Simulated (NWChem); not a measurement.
Species: CHF, singlet; SMILES [CH]F

```xyz
3

C      0.1326     0.7076     0.0000
F      0.0163    -0.5878     0.0000
H     -0.9420     1.0452     0.0000
```
Atoms are numbered in this order, from 1.

All runs: NWChem. Low-valent species are run as closed-shell singlets; no triplet was tried in these runs. Geometry: optimised at PBE0-D3(BJ)/def2-TZVP. Ions are spin-unrestricted doublets at the neutral geometry; other ion states weren't tried. Functional: LC-ωPBE (HJS hole) with def2-SVP; rows give the range parameter ω in 1/bohr.

**Question.** At which range parameter does −ε(HOMO) equal the ΔSCF ionisation energy (optimal tuning)?

**Answer.** about 0.54 per bohr, by linear interpolation in these runs:
```tsv
range parameter (1/bohr)	vertical ionisation energy, ΔSCF (eV)	−ε(HOMO) (eV)	ΔSCF minus −ε(HOMO) (eV)
0.05	10.14	6.14	4.00
0.10	10.16	6.88	3.28
0.25	10.27	8.72	1.55
0.60	10.57	10.88	-0.31
0.80	10.65	11.38	-0.73
```
